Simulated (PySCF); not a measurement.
Exact simulation of a proton spin system

Molecule: SMILES CC1=CC/1=C\B(O)O, C5H7BO2.

Bonds (- single, = double, # triple, : aromatic): C1-C2 1.470 Å, C2=C3 1.329 Å, C3-C4 1.426 Å, C4=C5 1.347 Å, C5-B6 1.535 Å, B6-O7 1.376 Å, B6-O8 1.380 Å, C4-C2 1.434 Å. C1 carries H9, H10, H11; C3 carries H12; C5 carries H13; O7 carries H14; O8 carries H15. Stereochemistry as in CC1=CC/1=C\B(O)O.

No solvent, equivalent nuclei averaged, one conformer, non-relativistic. PBE0-D3(BJ)/def2-SVP structure; σ from GIAO-PBE0/pcSseg-1; B3LYP/pcJ-1 coupling constants (spin–dipole term only in couplings to heteroatoms); PySCF 2.14.

Scale: TMS for ¹H (reference shieldings calculated alike).

Shifts (ppm): H9/H10/H11 2.31, H12 8.13, H13 3.95.
Couplings (Hz): H9–H10, H9–H11, H10–H11: -16.6; H9–H12, H10–H12, H11–H12: -1.1; H9–H13, H10–H13, H11–H13: -0.2; H12–H13: 1.6.

The 5-spin Hamiltonian (Zeeman plus full scalar coupling among like nuclei) was diagonalised exactly; lines are Lorentzian, 0.7 Hz wide, and the maxima above 3 % are listed with the tallest set to 100.

(1) Give the ¹H peak list of this spin system at 250 MHz.

(2) And at 700 MHz?

(3) Among coupled protons with different shifts, which pair is furthest from first order, and how does the field change that?

Answers

(1) 
```json
{"Hz": "2034.9", "ppm": "8.140", "height": "6"}
{"Hz": "2033.9", "ppm": "8.135", "height": "16"}
{"Hz": "2032.7", "ppm": "8.131", "height": "20"}
{"Hz": "2032.3", "ppm": "8.129", "height": "20"}
{"Hz": "2031.2", "ppm": "8.125", "height": "16"}
{"Hz": "2030.1", "ppm": "8.120", "height": "6"}
{"Hz": "988.3", "ppm": "3.953", "height": "29"}
{"Hz": "986.7", "ppm": "3.947", "height": "29"}
{"Hz": "578.1", "ppm": "2.312", "height": "100"}
{"Hz": "577.0", "ppm": "2.308", "height": "100"}
```

(2) 
δ in ppm (height): 8.133 (6), 8.132 (16), 8.130 (20), 8.130 (20), 8.128 (16), 8.127 (6), 3.951 (29), 3.949 (29), 2.311 (100), 2.309 (100)

(3) H12 and H13: Δν/J is about 653.1 at 250 MHz (close to first order) and 1828.8 at 700 MHz (close to first order). J in Hz doesn't depend on the field, while Δν in Hz grows in proportion to it.

OH and NH positions are those of a molecule without intermolecular hydrogen bonds; in solution they move with solvent, concentration and temperature, and exchange usually removes their couplings.
